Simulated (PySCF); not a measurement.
## Löwdin shares of the frontier orbitals

Species: C6H4O4.
Structure used (GFN2-xTB), in Å, numbered top down from 1:
```
atom  x, y, z in Å
O1     2.7757    0.9948    0.0012
C2     2.0952    0.0178    0.1597
O3     2.5794   -1.1848    0.4597
C4     0.6048    0.0182    0.0416
C5    -0.0779    1.1430   -0.2554
C6    -1.5401    1.1372   -0.3698
O7    -2.2018    2.1208   -0.6350
C8    -2.1025   -0.1932   -0.1258
C9    -1.3125   -1.2381    0.1626
O10    0.0227   -1.1776    0.2540
H11    3.5470   -1.1553    0.5304
H12    0.4589    2.0653   -0.4120
H13   -3.1719   -0.3100   -0.1845
H14   -1.6775   -2.2387    0.3511
```

Computed with PySCF, TDDFT CAM-B3LYP/def2-SVPD, vertical, gas phase, core orbitals frozen in the response.

Frontier orbitals with the atoms that hold most of them (Löwdin shares over 4%, at most four atoms; ? is withheld):

```csv
orbital,ε (eV),atoms
LUMO+2,0.64,"O3 32%, C2 17%, H11 16%, O1 9%"
LUMO+1,-0.17,"C9 27%, C8 20%, C6 13%, O7 9%"
LUMO,?,?
HOMO,-9.04,"O7 67%, C6 12%, C8 8%, C5 8%"
HOMO-1,-9.08,?
HOMO-2,-10.36,"C4 20%, C9 20%, C8 17%, C5 17%"
HOMO-3,-10.58,"O1 68%, O3 12%, C2 9%, C4 5%"
```

Task: Which atoms hold the LUMO, and with what shares?

Result: C4 (bonded to 2 C and O) 18%; C2 (bonded to C and 2 O) 15%; C5 (bonded to 2 C and H) 15%; O1 (bonded to C) 12%. By element: carbon 48% or more, oxygen 12% or more.

Task: Which atoms hold the HOMO-1, and with what shares?

Result: O7 (bonded to C) 25%; O10 (bonded to 2 C) 17%; C8 (bonded to 2 C and H) 16%; C5 (bonded to 2 C and H) 13%. By element: oxygen 42% or more, carbon 29% or more.

Task: What is the LUMO energy, and the HOMO–LUMO gap?

Result: ε(LUMO) = -1.39 eV; the gap is 7.66 eV (0.2813 hartree).

Task: The HOMO–LUMO gap is 7.66 eV. Where does the response calculation put the lowest singlet, and from which orbitals?

Result: S1 is at 3.93 eV (f = 0.0000), 3.73 eV below the gap, made of HOMO→LUMO (80%), HOMO→LUMO+1 (13%). Without the coupling terms of the response equations the lowest excitation would equal the gap.

Task: One configuration dominates each of S1, S2 and S4. Which, and how do the shares of the two leading atoms of either orbital change from the occupied to the empty one?

Result: 
- S1 (3.93 eV, f 0.0000), HOMO→LUMO (80%): O7 67% → at most 13%, C6 12% → at most 13%, C4 at most 6% → 18%, C2 at most 6% → 15%
- S2 (4.99 eV, f 0.097), HOMO-1→LUMO (90%): O7 25% → at most 13%, O10 17% → at most 13%, C4 at most 14% → 18%, C2 at most 14% → 15%
- S4 (5.22 eV, f 0.0001), HOMO→LUMO+1 (78%): O7 67% → 9%, C6 12% → 13%, C9 at most 6% → 27%, C8 8% → 20%

Löwdin shares depend on the basis, the more so with diffuse functions.

On one thread of an Arm Neoverse V1, shared host with 32 logical CPUs at a one-minute load of 57, this took 92 s wall (with the writing of density and orbital grids) and 1.1 GiB of memory at its peak.

One conformer stands for the species.
